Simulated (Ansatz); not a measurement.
Ideal-gas functions of CH₅GeO₂ (`C[O][GeH][OH]`) radical at 600 K and 1 bar, from an Ansatz frequency run at PBE0-D4/def2-TZVP.

Molar mass 121.66 g/mol, point group C1 (symmetry number 1), electronic degeneracy 2, moments of inertia 57.109, 142.511, 188.063 u Å². Harmonic wavenumbers (cm⁻¹, unscaled): 78, 96, 181, 197, 289, 602, 617, 672, 685, 886, 1122, 1174, 1194, 1469, 1492, 1497, 2053, 3005, 3064, 3108, 3898.

Use S(trans) = R[1.5 ln M + 2.5 ln T − 1.1517]; rotational temperatures θ = 24.2544 K / I; S(rot) = R[ln(√π/σ · √(T³/θAθBθC)) + 1.5]; for each mode x = 1.438777 ν̃/T, S = R[x/(eˣ − 1) − ln(1 − e⁻ˣ)] and H = RT x/(eˣ − 1); 1 cm⁻¹ = 0.0119627 kJ/mol; R = 8.31446 J/(mol·K).

Problem. By hand: the entropy, in J/(mol·K).

Solution. Translation 183.3. Rotation: θ = 0.4247, 0.1702, 0.129 K, giving 116.4. Vibration, mode by mode: 22.27, 20.54, 15.32, 14.63, 11.53, 5.95, 5.78, 5.19, 5.06, 3.45, 2.21, 2.00, 1.93, 1.14, 1.09, 1.08, 0.36, 0.05, 0.04, 0.04, 0.01, in all 119.7. Electronic 5.8. Sum 425.2 J/(mol·K).

Problem. By hand: H − E and G − E in kJ/mol, counted from the electronic energy.

Solution. Zero-point energy ½ × 27379 × 0.0119627 = 163.8; thermal vibration 34.7; translation, rotation and pV give 4 RT = 20.0. H − E = 218.5 kJ/mol, and G − E = 218.5 − 600 × 425.2/1000 = -36.6 kJ/mol.

Vibration gives 28 % of the entropy, 42.8 J/(mol·K) of it from the modes under 150 cm⁻¹: soft modes count most, and the harmonic formula is weakest for them. The sum counts one conformer and one mirror image; others add a mixing term.
